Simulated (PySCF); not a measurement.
4-fluoro-2-phenylthiophene (C10H7FS), SMILES Fc1csc(-c2ccccc2)c1.

Coordinates come from a B3LYP-D3(BJ)/def2-SVP optimisation. Other conformers were not sampled.

Two levels are set side by side: TDA-PBE/def2-SVP (PySCF) and TDA-B3LYP/def2-SVP (PySCF). Vertical, same geometry. The lowest singlet is HOMO→LUMO 37 %, HOMO→LUMO+1 34 %, HOMO−1→LUMO 14 %, HOMO−2→LUMO 8 % with PBE and HOMO→LUMO 91 % with the other functional; states are paired by order. Differences are taken from unrounded values.

```
quantity                               TDA-B3LYP
-------------------------------------  ---------
lowest singlet excitation (eV)              4.55
lowest triplet excitation (TDA) (eV)        2.99
first bright state (f over 0.05) (eV)       4.55
its oscillator strength                     0.54
```

Q: What does TDA-PBE give, and how far is it from TDA-B3LYP? (The exact figures need the calculation; the answer reports its results.)

A: 
```csv
quantity,TDA-PBE,TDA-PBE minus TDA-B3LYP
lowest singlet excitation (eV),4.21,-0.34
lowest triplet excitation (TDA) (eV),2.91,-0.08
first bright state (f over 0.05) (eV),4.21,-0.34
its oscillator strength,0.19,-0.35
```

A lower first singlet is the usual sign of a functional without exact exchange. Differences between two approximate levels are no errors against the true value.

Rough cost on one machine, each run with all the roots and properties that it gave: TDA-B3LYP against TDA-PBE about 3 times.
